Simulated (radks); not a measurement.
The gallium ion Ga2+ inside a hard spherical wall (all orbitals vanish at R), configuration held at [Ar] 3d10 4s1 and not refilled when levels cross. All-electron calculation, non-relativistic Kohn-Sham, LDA (Slater exchange, Perdew-Wang correlation), spin-polarised, spherical densities, point nucleus; open shells are filled with parallel spins first. Program: a radial shooting solver on a logarithmic mesh with Libxc functionals. Eigenvalues in eV for spin up, with the zero of energy where the potential of the charges vanishes at infinity; a dash marks a level that is unbound or too diffuse for the functional's potential to be trusted. A positive occupied level is held by the wall or, in an anion where self-interaction has pushed it up, behind a barrier. The pressure on the wall is -dE/dV.

[
 {"R (bohr)": "free", "E (hartree)": "-1920.85210", "kinetic (hartree)": "1918.957", "e(3s)": "-162.95", "e(3p)": "-117.87", "e(3d)": "-40.284", "e(4s)": "-26.569", "e(4p, empty)": "-18.476", "e(5s, empty)": "-9.002", "pressure (GPa)": "0"},
 {"R (bohr)": "12", "E (hartree)": "-1920.85210", "kinetic (hartree)": "1918.957", "e(3s)": "-162.95", "e(3p)": "-117.87", "e(3d)": "-40.284", "e(4s)": "-26.569", "e(4p, empty)": "-18.476", "e(5s, empty)": "-8.994", "pressure (GPa)": "< 0.0001"},
 {"R (bohr)": "10", "E (hartree)": "-1920.85210", "kinetic (hartree)": "1918.957", "e(3s)": "-162.95", "e(3p)": "-117.87", "e(3d)": "-40.284", "e(4s)": "-26.569", "e(4p, empty)": "-18.476", "e(5s, empty)": "-8.931", "pressure (GPa)": "< 0.0001"},
 {"R (bohr)": "7", "E (hartree)": "-1920.85205", "kinetic (hartree)": "1918.958", "e(3s)": "-162.95", "e(3p)": "-117.86", "e(3d)": "-40.281", "e(4s)": "-26.565", "e(4p, empty)": "-18.458", "e(5s, empty)": "-7.691", "pressure (GPa)": "0.00612"},
 {"R (bohr)": "2.5", "E (hartree)": "-1920.03976", "kinetic (hartree)": "1922.691", "e(3s)": "-155.59", "e(3p)": "-110.60", "e(3d)": "-32.921", "e(4s)": "-6.874", "e(4p, empty)": "7.897", "e(5s, empty)": "106.60", "pressure (GPa)": "684"},
 {"R (bohr)": "2", "E (hartree)": "-1918.15708", "kinetic (hartree)": "1930.167", "e(3s)": "-145.59", "e(3p)": "-100.58", "e(3d)": "-21.865", "e(4s)": "26.774", "e(4p, empty)": "45.967", "e(5s, empty)": "222.51", "pressure (GPa)": "4080"},
 {"R (bohr)": "1.5", "E (hartree)": "-1909.55267", "kinetic (hartree)": "1961.777", "e(3s)": "-115.59", "e(3p)": "-69.374", "e(3d)": "13.691", "e(4s)": "141.06", "e(4p, empty)": "164.60", "e(5s, empty)": "529.70", "pressure (GPa)": "37600"}
]
